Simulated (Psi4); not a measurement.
glyoxal (C2H2O2), singlet, at a GFN2-xTB geometry, with bond 4-1 at 3.0 times its length; Psi4 1.11 with HF/cc-pVDZ.

Input for Psi4:
```
memory 2 GB

molecule {
0 1
C     0.02026430    0.75833993    0.00748046
C    -0.02026430   -0.75833993   -0.00748046
O     1.03960208    1.38537393    0.03158832
H    -2.97776851    2.16855473   -0.03287668
O    -1.03960208   -1.38537393   -0.03158832
H     0.97907997   -1.22841153    0.00597192
}

set {
  basis cc-pvdz
  reference uhf
  stability_analysis follow
  scf_type pk
}

energy('scf')
print_variables()
```

What the program printed (banner, timings and long lists left out):

```
   => Loading Basis Set <=

    Name: CC-PVDZ
    Role: ORBITAL
    Keyword: BASIS

         ---------------------------------------------------------
                                   SCF
               by Justin Turney, Rob Parrish, Andy Simmonett
                          and Daniel G. A. Smith
                              UHF Reference
         ---------------------------------------------------------

  ==> Geometry <==

    Molecular point group: c1
    Full point group: C1

    Geometry (in Angstrom), charge = 0, multiplicity = 1:

       Center              X                  Y                   Z               Mass
    ------------   -----------------  -----------------  -----------------  -----------------
         C            0.054990818364     0.742005268823     0.007947920849    12.000000000000
         C            0.014462218364    -0.774674591177    -0.007012999151    12.000000000000
         O            1.074328598364     1.369039268823     0.032055780849    15.994914619570
         H           -2.943041991636     2.152220068823    -0.032409219151     1.007825032230
         O           -1.004875561636    -1.401708591177    -0.031120859151    15.994914619570
         H            1.013806488364    -1.244746191177     0.006439380849     1.007825032230

  Running in c1 symmetry.

  Rotational constants: A =      0.84363  B =      0.15917  C =      0.13390 [cm^-1]
  Rotational constants: A =  25291.37510  B =   4771.69602  C =   4014.31888 [MHz]
  Nuclear repulsion =   97.937514974356773

  Charge       = 0
  Multiplicity = 1
  Electrons    = 30
  Nalpha       = 15
  Nbeta        = 15

  ==> Algorithm <==

  SCF Algorithm Type is PK.
  DIIS enabled.
  MOM disabled.
  Fractional occupation disabled.
  Guess Type is SAD.
  Energy threshold   = 1.00e-06
  Density threshold  = 1.00e-06
  Integral threshold = 1.00e-12

  ==> Primary Basis <==

  Basis Set: CC-PVDZ
    Blend: CC-PVDZ
    Number of shells: 30
    Number of basis functions: 66
    Number of Cartesian functions: 70
    Spherical Harmonics?: true
    Max angular momentum: 2

  ==> Integral Setup <==

  Using in-core PK algorithm.
   Calculation information:
      Number of atoms:                   6
      Number of AO shells:              30
      Number of primitives:             98
      Number of atomic orbitals:        70
      Number of basis functions:        66

      Integral cutoff                 1.00e-12
      Number of threads:                 1

  Performing in-core PK
  Using 4890732 doubles for integral storage.
  We computed 100746 shell quartets total.
  Whereas there are 108345 unique shell quartets.

  ==> DiskJK: Disk-Based J/K Matrices <==

    J tasked:                  Yes
    K tasked:                  Yes
    wK tasked:                  No
    Schwarz Cutoff:          1E-12

  Minimum eigenvalue in the overlap matrix is 5.1096370013E-03.
  Reciprocal condition number of the overlap matrix is 1.2346842637E-03.
    Using symmetric orthogonalization.

  ==> Pre-Iterations <==

  SCF Guess: Superposition of Atomic Densities via on-the-fly atomic UHF (no occupation information).

   -------------------------
    Irrep   Nso     Nmo
   -------------------------
     A         66      66
   -------------------------
    Total      66      66
   -------------------------

  ==> Iterations <==

                        Total Energy        Delta E     RMS |[F,P]|

   @UHF iter SAD:  -225.20870296319896   -2.25209e+02   0.00000e+00
   @UHF iter   1:  -225.78382864948617   -5.75126e-01   9.92269e-03 DIIS/ADIIS
   @UHF iter   2:  -225.69607580032846    8.77528e-02   1.52211e-02 DIIS/ADIIS
   @UHF iter   3:  -226.15985452275527   -4.63779e-01   4.91603e-03 DIIS/ADIIS
   @UHF iter   4:  -226.26937833674907   -1.09524e-01   2.78604e-03 DIIS/ADIIS
   @UHF iter   5:  -226.32049483978813   -5.11165e-02   2.14750e-03 DIIS/ADIIS
   @UHF iter   6:  -226.33153044196308   -1.10356e-02   8.37430e-04 DIIS/ADIIS
[...]
    Wavefunction unstable!
    Rotating orbitals by 0.5 * pi / 2 radians along unstable eigenvector.
[...]
   @UHF iter  67:  -226.48325839213931   -8.25944e-06   1.33244e-05 DIIS
   @UHF iter  68:  -226.48325946499608   -1.07286e-06   1.35214e-05 DIIS
   @UHF iter  69:  -226.48326010064454   -6.35648e-07   1.38618e-05 DIIS
   @UHF iter  70:  -226.48326313470372   -3.03406e-06   1.49148e-05 DIIS
   @UHF iter  71:  -226.48325252026876    1.06144e-05   1.22266e-05 DIIS
   @UHF iter  72:  -226.48324601658749    6.50368e-06   1.16589e-05 DIIS
   @UHF iter  73:  -226.48325219202079   -6.17543e-06   1.25611e-05 DIIS
   @UHF iter  74:  -226.48325281680309   -6.24782e-07   1.22752e-05 DIIS
   @UHF iter  75:  -226.48325035647403    2.46033e-06   1.18313e-05 DIIS
   @UHF iter  76:  -226.48326519575437   -1.48393e-05   1.90229e-05 DIIS
   @UHF iter  77:  -226.48327012895692   -4.93320e-06   2.26368e-05 DIIS
   @UHF iter  78:  -226.48326305615402    7.07280e-06   1.90824e-05 DIIS
   @UHF iter  79:  -226.48326257667836    4.79476e-07   1.81017e-05 DIIS
   @UHF iter  80:  -226.48326897910317   -6.40242e-06   2.18816e-05 DIIS
   @UHF iter  81:  -226.48327243795393   -3.45885e-06   2.37409e-05 DIIS
   @UHF iter  82:  -226.48327790512130   -5.46717e-06   2.82848e-05 DIIS
   @UHF iter  83:  -226.48326187589183    1.60292e-05   1.85569e-05 DIIS
   @UHF iter  84:  -226.48322364282981    3.82331e-05   1.94890e-05 DIIS
   @UHF iter  85:  -226.48325782572692   -3.41829e-05   1.58515e-05 DIIS
   @UHF iter  86:  -226.48326859655947   -1.07708e-05   2.17083e-05 DIIS
   @UHF iter  87:  -226.48326630414732    2.29241e-06   2.01777e-05 DIIS
   @UHF iter  88:  -226.48326305132190    3.25283e-06   1.80445e-05 DIIS
   @UHF iter  89:  -226.48326274298176    3.08340e-07   1.78521e-05 DIIS
   @UHF iter  90:  -226.48326046077554    2.28221e-06   1.64830e-05 DIIS
   @UHF iter  91:  -226.48326200443918   -1.54366e-06   1.73794e-05 DIIS
   @UHF iter  92:  -226.48326465894320   -2.65450e-06   1.89304e-05 DIIS
   @UHF iter  93:  -226.48326283752499    1.82142e-06   1.75753e-05 DIIS
   @UHF iter  94:  -226.48326397654620   -1.13902e-06   1.82017e-05 DIIS
   @UHF iter  95:  -226.48285441409317    4.09562e-04   1.10205e-04 DIIS/ADIIS
   @UHF iter  96:  -226.48324383293254   -3.89419e-04   1.17373e-05 DIIS
   @UHF iter  97:  -226.48324270493183    1.12800e-06   1.18678e-05 DIIS
   @UHF iter  98:  -226.48327302589780   -3.03210e-05   2.27617e-05 DIIS
   @UHF iter  99:  -226.48326515447508    7.87142e-06   1.86431e-05 DIIS
   @UHF iter 100:  -226.48326475822728    3.96248e-07   1.84453e-05 DIIS

PsiException: Could not converge SCF iterations in 100 iterations.

Traceback (most recent call last):
  File "psi4", line 375, in <module>
  File "<string>", line 29, in <module>
  File "site-packages/psi4/driver/driver.py", line 533, in energy
  File "site-packages/psi4/driver/procrouting/proc.py", line 2760, in run_scf
  File "site-packages/psi4/driver/procrouting/proc.py", line 2047, in scf_helper
  File "site-packages/psi4/driver/procrouting/scf_proc/scf_iterator.py", line 99, in scf_compute_energy
  File "site-packages/psi4/driver/procrouting/scf_proc/scf_iterator.py", line 674, in scf_finalize_energy
  File "site-packages/psi4/driver/procrouting/scf_proc/scf_iterator.py", line 609, in scf_iterate

psi4.driver.p4util.exceptions.SCFConvergenceError: Could not converge SCF iterations in 100 iterations.

Printing out the relevant lines from the Psithon --> Python processed input file:
    core.IO.set_default_namespace("")
    core.set_global_option("BASIS", "cc-pvdz")
    core.set_global_option("REFERENCE", "uhf")
    core.set_global_option("STABILITY_ANALYSIS", "follow")
    core.set_global_option("SCF_TYPE", "pk")
--> energy('scf')
    print_variables()

!-------------------------------------------------------!
!                                                       !
!  Could not converge SCF iterations in 100 iterations. !
!                                                       !
!-------------------------------------------------------!
```

The run did not converge; its last values are not results.
